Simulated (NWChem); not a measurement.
System: SiH4SeS; SMILES [SiH3][Se]S

Here is an NWChem input.

```
start job
memory heap 200 mb stack 900 mb global 1100 mb
geometry units angstroms
  Se     0.384205    -0.227385     0.482141
  S      0.543726     1.596667    -0.714012
  H      0.028201     2.433872     0.189236
  Si    -1.504060    -1.131406    -0.478561
  H     -1.211017    -1.414551    -1.878859
  H     -2.577650    -0.149722    -0.354043
  H     -1.725110    -2.324788     0.322918
end
basis spherical
  * library def2-svp
end
dft
  xc pbe0
  iterations 150
end
driver
  maxiter 120
end
task dft optimize
task dft freq
```

This build's default masses of Se (78.918 u) and Br (79.917 u) are each other's, which moves their modes by up to 0.6 %.

The level has its own optimisation; frequencies are unscaled.

Task: What results follow from this input? (PBE0/def2-SVP.) Quantities: r S–Se (Å); r Se–Si (Å); r H–S (Å); highest harmonic frequency (cm⁻¹); lowest (cm⁻¹); zero-point energy (kcal/mol); dipole (D).

Result: 
```json
{
  "r S–Se (Å)": "2.230",
  "r Se–Si (Å)": "2.294",
  "r H–S (Å)": "1.354",
  "highest harmonic frequency (cm⁻¹)": "2686",
  "lowest (cm⁻¹)": "116",
  "zero-point energy (kcal/mol)": "22.2",
  "dipole (D)": "1.31"
}
```
